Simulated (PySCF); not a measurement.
C₃H₆BNO, SMILES CC#CB(N)O. Atoms are numbered in the order given.

```xyz
12

C      3.0210     0.0498     0.3691
C      1.5664     0.0263     0.1924
C      0.3594     0.0014     0.0473
B     -1.1844    -0.0073    -0.1516
N     -1.9622    -1.0683     0.3475
O     -1.8162     1.0186    -0.8169
H      3.4175     1.0699     0.2475
H      3.5126    -0.5983    -0.3733
H      3.2997    -0.3093     1.3720
H     -2.9670    -1.0964     0.2308
H     -1.5651    -1.8524     0.8445
H     -1.1916     1.6869    -1.1136
```
Charge 0, spin multiplicity 1.

Geometry optimised at ωB97X-D3(BJ)/def2-SVP. The structure was generated by enumeration, and PubChem lists no compound with its InChIKey, so it may never have been made. The values are those of a single conformer.

Two levels are set side by side: PBE/pcSseg-1 (PySCF) and HF/pcSseg-1 (PySCF). GIAO shifts against BF3 (¹¹B), H2O (¹⁷O), NH3 (¹⁵N), TMS (¹H), TMS (¹³C) at the same level; non-relativistic, no solvent, atoms listed together averaged. Differences are taken from unrounded values.

```
quantity                     PBE
-------------------------  -----
δ(¹³C) of C1 (ppm)           8.2
δ(¹³C) of C2 (ppm)         100.5
δ(¹³C) of C3 (ppm)          87.3
δ(¹¹B) of B4 (ppm)           7.6
δ(¹⁵N) of N5 (ppm)          84.9
δ(¹⁷O) of O6 (ppm)         131.7
δ(¹H) of H7, H8, H9 (ppm)   2.18
δ(¹H) of H10, H11 (ppm)     2.87
δ(¹H) of H12 (ppm)          3.71
```

These are the PBE values. What does HF give? (An estimate is asked for; the answer gives what the named calculation found.)


```csv
quantity,HF,PBE minus HF
δ(¹³C) of C1 (ppm),6.5,1.8
δ(¹³C) of C2 (ppm),106.3,-5.8
δ(¹³C) of C3 (ppm),87.3,0.0
δ(¹¹B) of B4 (ppm),13.2,-5.6
δ(¹⁵N) of N5 (ppm),65.8,19.1
δ(¹⁷O) of O6 (ppm),92.7,39.0
"δ(¹H) of H7, H8, H9 (ppm)",2.19,-0.01
"δ(¹H) of H10, H11 (ppm)",2.93,-0.06
δ(¹H) of H12 (ppm),3.73,-0.02
```

Rough cost on one machine, each run with all the roots and properties that it gave: HF against PBE within a factor of 2.
